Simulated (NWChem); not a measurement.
AlBr3; SMILES [Br][Al]([Br])[Br]

Program: NWChem. All runs use the structure optimised with B3LYP/6-31G* (spherical d). B3LYP is NWChem's, with the RPA form of VWN correlation.

Question: Order these by “highest occupied level (eV)”, lowest first: B3LYP/def2-TZVP; LDA (Slater exchange, VWN5)/def2-TZVP; LC-wPBE (HJS exchange hole, range parameter 0.4 per bohr)/def2-TZVP.

Answer: LC-wPBE (HJS exchange hole, range parameter 0.4 per bohr)/def2-TZVP (-11.39), B3LYP/def2-TZVP (-8.36), LDA (Slater exchange, VWN5)/def2-TZVP (-7.54)
